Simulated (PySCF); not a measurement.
# How methods differ on the ionisation energy of Al²⁺

Al²⁺ [Ne] 3s1 (2S) → Al³⁺ [Ne] (1S), as a difference of total energies. Calculation: PySCF 2.14, in x2c-TZVPPall with one added diffuse shell each of s, p, d type (6s6p4d1f, 51 functions); the spin-free X2C one-electron Hamiltonian (Gaussian nucleus). Correlated levels: valence and next inner shell: 1s2 frozen. The calculations carry no spin-orbit coupling.

Order these methods by the ionisation energy they give, lowest first.
A. UHF
B. CCSD(T) (valence and next inner shell)
C. SCS-MP2 (valence and next inner shell)
D. MP2 (valence and next inner shell)

A (28.070 eV), C (28.262 eV), D (28.313 eV), B (28.334 eV).

Errors of the correlated levels include the incompleteness of this basis and the frozen core.

For comparison: 28.448 eV (measured; NIST Atomic Spectra Database, ionization energies).
